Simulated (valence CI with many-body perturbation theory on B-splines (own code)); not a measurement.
# E1 transitions of Ga²⁶⁺

Computed by relativistic CI+MBPT: three valence electrons over a frozen Dirac-Fock core [He], radial functions for each j: 11 s, 11 p, 9 d, 7 f, 5 g, 2 h, 1 i, with the one-electron correlation potential Σ1 (screened to all orders), the two-electron term Σ2, the three-electron term Σ3, Breit, model QED; selected single and double excitations, second order for the rest (own B-spline code, finite nucleus).

No measured spectrum was set against this ion. As an estimate, large intervals hold to a few tenths of a per cent, small ones and those within an open d or f shell to about a per cent.

Lines 201 to 250 of 250 in falling wavelength, among levels below 1732.9 eV, chosen from the strongest by gf and those to the six lowest levels. Wavelengths and rates use the calculated energies. Electric multipoles are in the length gauge, E1 and E2 with the static RPA response of the core. Weak lines are less certain than strong ones. Lines between different terms over intervals too small for the method are left out, as are lines whose strength nearly cancels. Where a level lies close to another of its J and parity, the split of strength between their lines is uncertain. The highest levels of a list are the least certain.

Levels are named by their leading jj configuration (3d3/2^4 stands for four electrons in 3d with j = 3/2), which in mixed levels can hold well under half, so a name can repeat and another be missing. Letters in brackets count levels of one name in rising energy.

| λ vac (Å) | Upper | Lower | A (s⁻¹) | S (a.u.) with core polarisation | S without |
| --- | --- | --- | --- | --- | --- |
| 7.754 | (2s 2p3/2 3d5/2) J=1/2 | (2s 2p1/2^2) J=1/2 | 3.37e+11 | 1.55e-04 | 1.55e-04 |
| 7.750 | (2p1/2 2p3/2 3p3/2) J=5/2 [b] | (2s 2p1/2 2p3/2) J=3/2 [b] | 4.67e+12 | 6.44e-03 | 6.43e-03 |
| 7.749 | (2s 2p3/2 3p3/2) J=5/2 [a] | (2s^2 2p3/2) J=3/2 | 1.36e+13 | 1.87e-02 | 1.87e-02 |
| 7.734 | (2s 2p3/2 3p3/2) J=1/2 [a] | (2s^2 2p3/2) J=3/2 | 1.67e+13 | 7.60e-03 | 7.59e-03 |
| 7.731 | (2s 2p1/2 3p3/2) J=3/2 [b] | (2s^2 2p1/2) J=1/2 | 1.28e+13 | 1.17e-02 | 1.17e-02 |
| 7.729 | (2s 2p3/2 3d3/2) J=5/2 [b] | (2s 2p1/2 2p3/2) J=3/2 [a] | 1.13e+11 | 1.55e-04 | 1.55e-04 |
| 7.714 | (2p1/2 2p3/2 3p1/2) J=3/2 [a] | (2s 2p1/2 2p3/2) J=5/2 | 1.04e+12 | 9.39e-04 | 9.37e-04 |
| 7.691 | (2p1/2^2 3p1/2) J=1/2 | (2s 2p1/2^2) J=1/2 | 5.58e+12 | 2.51e-03 | 2.50e-03 |
| 7.690 | (2p1/2 2p3/2 3p1/2) J=5/2 | (2s 2p1/2 2p3/2) J=5/2 | 2.89e+12 | 3.90e-03 | 3.89e-03 |
| 7.687 | (2s 2p3/2 3d5/2) J=3/2 [b] | (2s 2p1/2 2p3/2) J=3/2 [a] | 2.82e+11 | 2.53e-04 | 2.53e-04 |
| 7.679 | (2p1/2 2p3/2 3p3/2) J=5/2 [a] | (2s 2p1/2 2p3/2) J=5/2 | 2.26e+12 | 3.04e-03 | 3.03e-03 |
| 7.677 | (2p1/2 2p3/2 3p1/2) J=1/2 | (2s 2p1/2 2p3/2) J=3/2 [a] | 4.71e+12 | 2.10e-03 | 2.10e-03 |
| 7.662 | (2s 2p3/2 3p1/2) J=3/2 [a] | (2s^2 2p1/2) J=1/2 | 2.83e+11 | 2.52e-04 | 2.51e-04 |
| 7.659 | (2p1/2 2p3/2 3p3/2) J=3/2 [a] | (2s 2p1/2 2p3/2) J=5/2 | 1.71e+11 | 1.51e-04 | 1.51e-04 |
| 7.657 | (2p1/2 2p3/2 3p1/2) J=3/2 [a] | (2s 2p1/2 2p3/2) J=3/2 [a] | 3.90e+12 | 3.45e-03 | 3.45e-03 |
| 7.645 | (2p1/2 2p3/2 3p3/2) J=7/2 | (2s 2p1/2 2p3/2) J=5/2 | 7.46e+12 | 1.32e-02 | 1.31e-02 |
| 7.639 | (2s 2p3/2 3d3/2) J=3/2 [b] | (2s 2p1/2^2) J=1/2 | 6.27e+11 | 5.52e-04 | 5.51e-04 |
| 7.635 | (2p1/2^2 3p3/2) J=3/2 | (2s 2p1/2^2) J=1/2 | 6.31e+12 | 5.55e-03 | 5.54e-03 |
| 7.633 | (2p1/2 2p3/2 3p1/2) J=5/2 | (2s 2p1/2 2p3/2) J=3/2 [a] | 3.20e+12 | 4.21e-03 | 4.20e-03 |
| 7.633 | (2s 2p3/2 3p3/2) J=3/2 [a] | (2s^2 2p1/2) J=1/2 | 3.94e+11 | 3.46e-04 | 3.45e-04 |
| 7.633 | (2s 2p3/2 3p1/2) J=1/2 | (2s^2 2p3/2) J=3/2 | 3.70e+12 | 1.62e-03 | 1.62e-03 |
| 7.628 | (2p1/2 2p3/2 3p1/2) J=3/2 [b] | (2s 2p1/2 2p3/2) J=5/2 | 9.16e+12 | 8.03e-03 | 8.02e-03 |
| 7.624 | (2s 2p3/2 3p1/2) J=3/2 [b] | (2s^2 2p3/2) J=3/2 | 3.97e+12 | 3.47e-03 | 3.47e-03 |
| 7.623 | (2p1/2 2p3/2 3p3/2) J=5/2 [a] | (2s 2p1/2 2p3/2) J=3/2 [a] | 4.95e+12 | 6.49e-03 | 6.48e-03 |
| 7.618 | (2p1/2^2 3s) J=1/2 | (2s^2 2p3/2) J=3/2 | 2.50e+12 | 1.09e-03 | 1.09e-03 |
| 7.616 | (2p1/2 2p3/2 3p3/2) J=1/2 | (2s 2p1/2 2p3/2) J=3/2 [a] | 3.43e+12 | 1.50e-03 | 1.49e-03 |
| 7.605 | (2s 2p3/2 3d5/2) J=3/2 [b] | (2s 2p1/2^2) J=1/2 | 6.59e+11 | 5.72e-04 | 5.71e-04 |
| 7.603 | (2p1/2 2p3/2 3p3/2) J=3/2 [a] | (2s 2p1/2 2p3/2) J=3/2 [a] | 2.12e+12 | 1.84e-03 | 1.84e-03 |
| 7.603 | (2p1/2 2p3/2 3p3/2) J=5/2 [b] | (2s 2p1/2 2p3/2) J=5/2 | 3.46e+12 | 4.50e-03 | 4.49e-03 |
| 7.596 | (2s 2p3/2 3p3/2) J=5/2 [b] | (2s^2 2p3/2) J=3/2 | 2.97e+12 | 3.86e-03 | 3.85e-03 |
| 7.584 | (2s 2p3/2 3p3/2) J=3/2 [b] | (2s^2 2p3/2) J=3/2 | 3.99e+12 | 3.44e-03 | 3.44e-03 |
| 7.584 | (2s 2p3/2 3p3/2) J=1/2 [a] | (2s^2 2p1/2) J=1/2 | 1.70e+12 | 7.32e-04 | 7.31e-04 |
| 7.573 | (2p1/2 2p3/2 3p1/2) J=3/2 [b] | (2s 2p1/2 2p3/2) J=3/2 [a] | 1.70e+12 | 1.46e-03 | 1.46e-03 |
| 7.561 | (2p1/2 2p3/2 3p3/2) J=3/2 [b] | (2s 2p1/2 2p3/2) J=3/2 [a] | 8.98e+11 | 7.66e-04 | 7.65e-04 |
| 7.535 | (2p1/2 2p3/2 3p3/2) J=1/2 | (2s 2p1/2^2) J=1/2 | 9.72e+11 | 4.10e-04 | 4.10e-04 |
| 7.525 | (2p1/2 2p3/2 3s) J=3/2 [a] | (2s^2 2p3/2) J=3/2 | 3.97e+11 | 3.34e-04 | 3.34e-04 |
| 7.522 | (2p1/2 2p3/2 3p3/2) J=3/2 [a] | (2s 2p1/2^2) J=1/2 | 1.00e+12 | 8.43e-04 | 8.41e-04 |
| 7.492 | (2p1/2 2p3/2 3p1/2) J=3/2 [b] | (2s 2p1/2^2) J=1/2 | 2.14e+11 | 1.78e-04 | 1.78e-04 |
| 7.489 | (2p1/2 2p3/2 3s) J=1/2 | (2s^2 2p3/2) J=3/2 | 6.37e+11 | 2.64e-04 | 2.64e-04 |
| 7.487 | (2p1/2 2p3/2 3s) J=5/2 | (2s^2 2p3/2) J=3/2 | 3.84e+11 | 4.78e-04 | 4.77e-04 |
| 7.486 | (2s 2p3/2 3p1/2) J=1/2 | (2s^2 2p1/2) J=1/2 | 3.65e+11 | 1.51e-04 | 1.51e-04 |
| 7.472 | (2p1/2^2 3s) J=1/2 | (2s^2 2p1/2) J=1/2 | 7.07e+11 | 2.91e-04 | 2.91e-04 |
| 7.459 | (2p1/2 2p3/2 3s) J=3/2 [b] | (2s^2 2p3/2) J=3/2 | 6.50e+11 | 5.32e-04 | 5.32e-04 |
| 7.439 | (2s 2p3/2 3p3/2) J=3/2 [b] | (2s^2 2p1/2) J=1/2 | 5.67e+11 | 4.61e-04 | 4.60e-04 |
| 7.413 | (2s 2p3/2 3p3/2) J=1/2 [b] | (2s^2 2p1/2) J=1/2 | 9.73e+11 | 3.91e-04 | 3.91e-04 |
| 7.348 | (2p1/2 2p3/2 3s) J=1/2 | (2s^2 2p1/2) J=1/2 | 6.90e+11 | 2.70e-04 | 2.70e-04 |
| 7.347 | (2p3/2^2 3s) J=5/2 | (2s^2 2p3/2) J=3/2 | 1.62e+11 | 1.90e-04 | 1.90e-04 |
| 7.329 | (2p3/2^2 3s) J=3/2 | (2s^2 2p3/2) J=3/2 | 4.63e+11 | 3.60e-04 | 3.60e-04 |
| 7.319 | (2p1/2 2p3/2 3s) J=3/2 [b] | (2s^2 2p1/2) J=1/2 | 3.44e+11 | 2.66e-04 | 2.66e-04 |
| 7.249 | (2p1/2^2 3d3/2) J=3/2 | (2s^2 2p1/2) J=1/2 | 2.60e+11 | 1.95e-04 | 1.96e-04 |
